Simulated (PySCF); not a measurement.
UHF on Hf⁻ (hafnium, charge -1), [Xe] 4f14 5d3 6s2, high-spin 4F determinant. All numbers are calculated (PySCF 2.14, scalar relativity through the core potential, in aug-cc-pVTZ-PP with ECP60MDF (6s6p5d3f2g, 88 functions)).

```
cycle= 1 E= -47.909857183079  delta_E= -0.00349  |g|= 0.0176  |ddm|= 0.0413
cycle= 2 E= -47.9100041206662  delta_E= -0.000147  |g|= 0.00391  |ddm|= 0.00979
cycle= 3 E= -47.9100141715195  delta_E= -1.01e-05  |g|= 0.000466  |ddm|= 0.00693
cycle= 4 E= -47.9100150434174  delta_E= -8.72e-07  |g|= 0.000302  |ddm|= 0.0044
cycle= 5 E= -47.9100156398227  delta_E= -5.96e-07  |g|= 0.00013  |ddm|= 0.00659
cycle= 6 E= -47.9100159241671  delta_E= -2.84e-07  |g|= 6.5e-05  |ddm|= 0.00717
cycle= 7 E= -47.9100160110841  delta_E= -8.69e-08  |g|= 1.42e-05  |ddm|= 0.00584
cycle= 8 E= -47.9100160136538  delta_E= -2.57e-09  |g|= 1.41e-06  |ddm|= 0.00102
cycle= 9 E= -47.9100160136685  delta_E= -1.46e-11  |g|= 2.26e-07  |ddm|= 3.79e-05
converged SCF energy = -47.9100160136685  <S^2> = 4.0812326  2S+1 = 4.1623227
```

Highest occupied orbital energy: 0.039 eV; ⟨L²⟩ = 12.04; populations by l: s 4.00, p 6.00, d 3.00, f 0.00.

Task: Can this result be used?

Result: With care. Self-consistency was reached. Energies and moments cover only the electrons outside the core potential. Spin-orbit coupling, absent here, splits the open shell strongly. ⟨S²⟩ = 4.08 against 3.75 shows spin contamination. The configuration of this anion was assumed by filling the next shell in order. It is not the known or likely ground configuration (Ca⁻, Sr⁻ and Ba⁻, for instance, bind a p electron), so these values are not the electron affinity of the element. At UHF the highest occupied level has a positive energy, so only the finite basis holds that electron.
